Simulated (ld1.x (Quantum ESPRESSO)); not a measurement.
# An all-electron radial function and its pseudo partner (lutetium)

Columns: radius, all-electron u(r) and pseudo u(r) of the 4f shell (level -24.31 eV) of lutetium in the configuration [Kr] 4d10 4f14 5s2 5p6 5d1 6s0 6p0; PBE, scalar-relativistic, PAW scheme, ld1.x (Quantum ESPRESSO) 7.5.

```json
{"r (bohr)": "0.123", "all-electron": "0.2188", "pseudo": "0.0123"}
{"r (bohr)": "0.245", "all-electron": "0.7804", "pseudo": "0.1529"}
{"r (bohr)": "0.368", "all-electron": "1.1242", "pseudo": "0.5168"}
{"r (bohr)": "0.490", "all-electron": "1.1912", "pseudo": "0.9132"}
{"r (bohr)": "0.613", "all-electron": "1.1122", "pseudo": "1.0702"}
{"r (bohr)": "0.735", "all-electron": "0.9834", "pseudo": "0.9842"}
{"r (bohr)": "0.858", "all-electron": "0.8473", "pseudo": "0.8473"}
{"r (bohr)": "0.980", "all-electron": "0.7233", "pseudo": "0.7233"}
{"r (bohr)": "1.103", "all-electron": "0.6140", "pseudo": "0.6140"}
{"r (bohr)": "1.225", "all-electron": "0.5215", "pseudo": "0.5215"}
{"r (bohr)": "1.348", "all-electron": "0.4426", "pseudo": "0.4426"}
{"r (bohr)": "1.470", "all-electron": "0.3767", "pseudo": "0.3767"}
{"r (bohr)": "1.593", "all-electron": "0.3208", "pseudo": "0.3208"}
{"r (bohr)": "1.715", "all-electron": "0.2740", "pseudo": "0.2740"}
{"r (bohr)": "1.838", "all-electron": "0.2343", "pseudo": "0.2343"}
{"r (bohr)": "1.960", "all-electron": "0.2009", "pseudo": "0.2009"}
{"r (bohr)": "2.083", "all-electron": "0.1724", "pseudo": "0.1724"}
{"r (bohr)": "2.205", "all-electron": "0.1484", "pseudo": "0.1484"}
{"r (bohr)": "2.328", "all-electron": "0.1278", "pseudo": "0.1278"}
{"r (bohr)": "2.450", "all-electron": "0.1103", "pseudo": "0.1103"}
{"r (bohr)": "2.573", "all-electron": "0.0953", "pseudo": "0.0953"}
{"r (bohr)": "2.695", "all-electron": "0.0824", "pseudo": "0.0824"}
{"r (bohr)": "2.818", "all-electron": "0.0713", "pseudo": "0.0713"}
{"r (bohr)": "2.940", "all-electron": "0.0618", "pseudo": "0.0618"}
{"r (bohr)": "3.063", "all-electron": "0.0536", "pseudo": "0.0536"}
{"r (bohr)": "3.185", "all-electron": "0.0465", "pseudo": "0.0465"}
```

(1) How many radial nodes do the two functions have?

(2) At about which radius was the pseudo-wave matched?

(3) Is the pseudo-wave norm-conserving?

Answers

(1) The all-electron 4f function has n − l − 1 = 0; the pseudo-wave has 0.

(2) 0.80 bohr, where the columns begin to agree (steps of 0.12 bohr).

(3) No, it belongs to a PAW set: the norm inside the radius is not constrained, and the difference is carried by the augmentation charge.
